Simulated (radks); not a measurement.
Question: These are the eigenvalues of the occupied orbitals of an atom or ion with whole-number occupations (hartree). Calculated with a radial shooting solver on a logarithmic mesh with Libxc functionals: scalar-relativistic Kohn-Sham, PBEsol, spin-unpolarised, spherical densities, finite nucleus; Fermi nuclear charge, rms radius of each element as measured or else 0.836 A^(1/3) + 0.57 fm.

| orbital | eigenvalue |
|---|---|
| 1s | -1776.776 |
| 2s | -291.9816 |
| 2p | -260.2316 |
| 3s | -64.42003 |
| 3p | -54.53679 |
| 3d | -41.30826 |
| 4s | -12.96128 |
| 4p | -9.70941 |
| 4d | -5.17802 |
| 5s | -1.87255 |
| 5p | -1.10402 |
| 4f | -0.32907 |
| 6s | -0.31314 |

Which element is it, and in what charge state? The configuration may be excited.

Answer: Z = 63, europium, charge +1: Eu+ in [Xe] 4f7 6s1. The list shows which subshells hold electrons but not how many an open one holds; the 1s level, -1776.8 hartree, gives Z - s = 59.6 by -(Z - s)^2/2, which with screening and relativity narrows Z to a few neighbours, and the depths of the outer levels then fix element, charge and occupations together.
